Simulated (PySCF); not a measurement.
**Radial density of Sn³⁶⁺ (tin, charge +36)**

revPBE, [Ne] 3s2 3p2, high-spin 3P determinant. All numbers are calculated (PySCF 2.14, the spin-free X2C one-electron Hamiltonian (Gaussian nucleus), in an even-tempered Gaussian basis (18 s from 5.9 bohr⁻², ratio 2.5; 12 p from 7.7 bohr⁻², ratio 2.5; 4 d from 32 bohr⁻², ratio 2.7; 4 f from 48 bohr⁻², ratio 2.7)).

| r (bohr) | 4πr²ρ (e/bohr) | 4πr²(ρα − ρβ) |
| --- | --- | --- |
| 0.0236 | 63.01 | 0.6508 |
| 0.0396 | 52.75 | 2.0335 |
| 0.0667 | 67.86 | 3.1603 |
| 0.112 | 65.04 | 0.4814 |
| 0.189 | 22.39 | 3.6971 |
| 0.317 | 16.38 | 7.6723 |
| 0.534 | 1.474 | 0.7180 |
| 0.898 | 0.003677 | 0.0013 |

Densities and radii are taken from the X2C orbitals without a picture-change correction, which distorts them close to the nucleus.

Spin-orbit coupling is strong in this species (close to jj coupling), so the high-spin LS determinant is a model state, not a physical level.
